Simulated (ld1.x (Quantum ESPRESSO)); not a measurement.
# How hard is this Te TM potential?

Te, norm-conserving Troullier–Martins (Kleinman–Bylander form), made with ld1.x (Quantum ESPRESSO) 7.5 (Wu–Cohen, scalar-relativistic). Core [Kr], reference 4d10 5s2 5p4. Waves: 5p (bound): rc 1.95 bohr; 4d (bound): rc 1.25 bohr; 5s (bound): rc 1.85 bohr. Local part: the s channel. Core correction: none.

The pseudo-atom Hamiltonian at the reference potential is diagonalised in spherical Bessel functions j_l(qr) that vanish at 20 bohr, with q² up to the cutoff. All-electron valence levels (Ry): 5p -0.4386, 4d -3.0560, 5s -1.1143.

**Question.** How do the lowest levels (Ry) of each channel move with the cutoff, and are there ghosts?

**Answer.**

```json
{"cutoff (Ry)": "8", "p #1": "-0.4210", "d #1": "0.0214", "s #1": "-1.0617", "s #2": "-0.0281", "f #1": "0.1132", "f #2": "0.2375", "Σ f·Δε (mRy)": "30949.2"}
{"cutoff (Ry)": "12", "p #1": "-0.4334", "d #1": "-0.0232", "s #1": "-1.1010", "s #2": "-0.0312", "f #1": "0.1132", "f #2": "0.2375", "Σ f·Δε (mRy)": "30375.8"}
{"cutoff (Ry)": "21", "p #1": "-0.4378", "d #1": "-0.3000", "s #1": "-1.1057", "s #2": "-0.0316", "f #1": "0.1132", "f #2": "0.2375", "Σ f·Δε (mRy)": "27580.3"}
{"cutoff (Ry)": "30", "p #1": "-0.4384", "d #1": "-1.0102", "s #1": "-1.1122", "s #2": "-0.0320", "f #1": "0.1132", "f #2": "0.2375", "Σ f·Δε (mRy)": "20462.7"}
{"cutoff (Ry)": "45", "p #1": "-0.4386", "d #1": "-2.3551", "s #1": "-1.1139", "s #2": "-0.0321", "f #1": "0.1132", "f #2": "0.2375", "Σ f·Δε (mRy)": "7010.0"}
{"cutoff (Ry)": "55", "p #1": "-0.4386", "d #1": "-2.7891", "s #1": "-1.1141", "s #2": "-0.0322", "f #1": "0.1132", "f #2": "0.2375", "Σ f·Δε (mRy)": "2668.8"}
{"cutoff (Ry)": "70", "p #1": "-0.4386", "d #1": "-2.9936", "s #1": "-1.1143", "s #2": "-0.0322", "f #1": "0.1132", "f #2": "0.2375", "Σ f·Δε (mRy)": "624.1"}
{"cutoff (Ry)": "100", "p #1": "-0.4386", "d #1": "-3.0540", "s #1": "-1.1143", "s #2": "-0.0322", "f #1": "0.1132", "f #2": "0.2375", "Σ f·Δε (mRy)": "19.6"}
{"cutoff (Ry)": "120", "p #1": "-0.4386", "d #1": "-3.0556", "s #1": "-1.1143", "s #2": "-0.0322", "f #1": "0.1132", "f #2": "0.2375", "Σ f·Δε (mRy)": "3.2"}
{"cutoff (Ry)": "180", "p #1": "-0.4386", "d #1": "-3.0559", "s #1": "-1.1143", "s #2": "-0.0322", "f #1": "0.1132", "f #2": "0.2375", "Σ f·Δε (mRy)": "0.6"}
{"cutoff (Ry)": "230", "p #1": "-0.4386", "d #1": "-3.0560", "s #1": "-1.1143", "s #2": "-0.0322", "f #1": "0.1132", "f #2": "0.2375", "Σ f·Δε (mRy)": "0.0"}
{"cutoff (Ry)": "400", "p #1": "-0.4386", "d #1": "-3.0560", "s #1": "-1.1143", "s #2": "-0.0322", "f #1": "0.1132", "f #2": "0.2375", "Σ f·Δε (mRy)": "0.0"}
```

Result: no extra level below or beside the all-electron valence levels (p, d, s, f tested); 10 mRy is reached at 110 Ry and 1 mRy at 180 Ry.

Its largest configuration-test error is -441 meV.
